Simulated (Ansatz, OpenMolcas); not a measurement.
Worked example: the enthalpy of formation of Cu2 (SMILES [Cu][Cu])

Cu2: 2 atoms, total charge 0, spin state singlet. SMILES: `[Cu][Cu]`. Geometry: the measured bond length.

```xyz
2

Cu    0.0000    0.0000    0.0000
Cu    0.0000    0.0000    2.2197
```

Total energies at M06-2X/def2-SVPD (OpenMolcas 26.06); the atoms run unrestricted:

```tsv
species	state	energy (Eh)
Cu2	singlet	-3280.469457
Cu	doublet	-1640.198143
```

Harmonic wavenumbers at wB97M-V/def2-TZVPD, in cm⁻¹: 253.

Measured heats of formation of the gaseous atoms at 298.15 K, in kJ/mol: Cu 337.6. Take 1 Eh = 2625.50 kJ/mol, 1 cm⁻¹ = 0.0119627 kJ/mol, RT = 2.479 kJ/mol.

Problem. What heat of formation follows?

Solution. 
1. Electronic atomisation energy: 2 × (-1640.198143) − (-3280.469457) = 0.073171 Eh = 192.1 kJ/mol.
2. Zero-point energy: half the sum of the wavenumbers, 126.5 cm⁻¹ = 1.5 kJ/mol.
3. Thermal vibrational enthalpy, Σ hcν̃/(exp(hcν̃/kT) − 1): 1.3 kJ/mol. Translation, rotation and pV of a linear molecule: 3.5 RT = 8.7 kJ/mol.
4. The 2 free atoms carry 5/2 RT each: 12.4 kJ/mol.
5. Atomisation enthalpy at 298 K: 192.1 − 1.5 − 1.3 − 8.7 + 12.4 = 193.0 kJ/mol.
6. Sum of the atoms' heats of formation: 675.2 kJ/mol. Heat of formation: 675.2 − 193.0 = +482.2 kJ/mol.

No measured value is set beside it here. Relativity is left out. Anharmonicity and any spin-orbit splitting of the molecule are left out.
